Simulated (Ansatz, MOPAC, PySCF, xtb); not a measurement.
Torsion H4–Se1–Se2–Br3 in BrHSe2 (SMILES [SeH][Se]Br); at each angle all else is relaxed with GFN2-xTB, and the levels are single points there.
Geometry at 270° (charge 0, multiplicity 1):
```xyz
4

Se    -1.30385     0.49356     0.51102
Se     0.72582     0.99973    -0.37135
Br     2.26018    -0.10046     0.99313
H     -1.56043    -0.72019    -0.26448
```

On the grid 0° to 330°, 0° is the highest and 270° the lowest point at CCSD(T)/CBS(cc-pVTZ, cc-pVQZ).

Cores are frozen in the correlated methods. Filled d and f shells under p-block atoms count as core. CBS: X⁻³ extrapolation of the correlation energy, Hartree–Fock from the larger set. Rows in STO-3G carry no dispersion term and start afresh at each structure; the Pople sets are all-electron and without relativity. The state that PM6 reach isn't checked.

Codes used: Ansatz (Gaussian orbitals); MOPAC for PM6 (differences of heats of formation); PySCF for STO-3G rows, the dispersion terms; xtb for the GFN methods. Values without a source in brackets are computed.

```tsv
level	energy at 0° less that at 270° (kJ/mol)
PM6	18.7
GFN2-xTB	27.0
HF/STO-3G	23.3
HF/cc-pVDZ	36.5
PBE/def2-TZVPP	46.8
BLYP-D3(BJ)/def2-TZVPP	43.5
wB97M-V/def2-TZVPP	39.2
MP2/cc-pVQZ	___
CCSD(T)/CBS(cc-pVTZ, cc-pVQZ)	39.0
```

What belongs in the gaps?


- MP2/cc-pVQZ, energy at 0° less that at 270° (kJ/mol): 40.1

Ansatz is a program for electronic structure.
